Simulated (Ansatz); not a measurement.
One change: `CB(S)CF` becomes `COB(C)S`.

Ansatz, PBE0-D4/def2-TZVP geometries, multiplicity 1. Each molecule was computed in one conformer, which needn't be the lowest.

```csv
property,`CB(S)CF`
LUMO energy (B3LYP/def2-TZVPP) / eV,-0.88
HOMO–LUMO gap (B3LYP/def2-TZVPP) / eV,6.98
HOMO energy (ωB97M-V/def2-TZVPP) / eV,-10.30
HOMO–LUMO gap (PBE/def2-TZVPP) / eV,5.24
HOMO–LUMO gap (PBE0/def2-TZVPP) / eV,7.41
LUMO energy (ωB97M-V/def2-TZVPP) / eV,1.35
```

Q: Give the same properties after the change, and the shifts. (Estimate.)

A: Computed: 
```tsv
property	`COB(C)S`	shift
LUMO energy (B3LYP/def2-TZVPP) / eV	0.21	1.09
HOMO–LUMO gap (B3LYP/def2-TZVPP) / eV	7.56	0.58
HOMO energy (ωB97M-V/def2-TZVPP) / eV	-9.81	0.49
HOMO–LUMO gap (PBE/def2-TZVPP) / eV	5.80	0.56
HOMO–LUMO gap (PBE0/def2-TZVPP) / eV	8.02	0.61
LUMO energy (ωB97M-V/def2-TZVPP) / eV	2.01	0.66
```

With PBE0 the HOMO rises by 0.50 eV and the LUMO rises by 1.10 eV, so the gap widens by about 0.60 eV. PBE moves the HOMO by 0.51 eV and ωB97M-V by 0.49 eV.

B3LYP here is the variant with VWN-RPA as its local correlation; programs differ in this.
